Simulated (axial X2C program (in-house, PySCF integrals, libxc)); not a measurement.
# TmI⁺: a free-ion multiplet in an axial field

Calculated with an in-house all-electron X2C program for linear molecules (integrals from PySCF): two-component X2C with atomic mean-field Coulomb and Gaunt terms, basis Tm dyall-v3z, I dyall-v3z (cores contracted in-house). Orbitals come from Hartree–Fock averaged over the configuration Tm f13 s0; CI then distributes these electrons over the f, s shells of Tm.

R = 2.843 Å.

**Question.** Which level do Hund's rules give for f13, how many Ω levels does it split into, and what is its Landé factor?

**Answer.** S = 1/2, L = 3, J = 7/2 (2F7/2). It gives Ω = 1/2 to 7/2, 4 levels. gJ = 3/2 + [S(S+1) − L(L+1)]/[2J(J+1)] = 1.143, so g∥ = 2gJΩ.

The computed levels compare thus:

```csv
Ω,energy (cm⁻¹),g∥ computed,2gJΩ
1/2,0,1.15,1.14
3/2,90,3.45,3.43
5/2,281,5.73,5.71
7/2,569,8.00,8.00
```

The 4 lowest levels are just these Ω; they span 569 cm⁻¹, the lowest has Ω = 1/2, and the next level lies at 8628 cm⁻¹. Departures of g∥ from 2gJΩ come from intermediate coupling and from mixing with the higher-lying level J − 1 of the term. The computed g∥ is the magnitude of 2⟨Lz + ge Sz⟩.

Dynamic correlation is missing, so gaps between terms are too wide and other configurations may lie lower; the lowest level listed is that of this model, not necessarily the ground state. At most 4 roots were kept for each Ω > 0 (twice that for Ω = 0) within 2.2 eV of the lowest, so higher up levels can be missing between those listed; levels with Ω > 0 are doubly degenerate and listed once, Ω = 0 levels singly. States that fill the shells left empty in the average are placed too high.
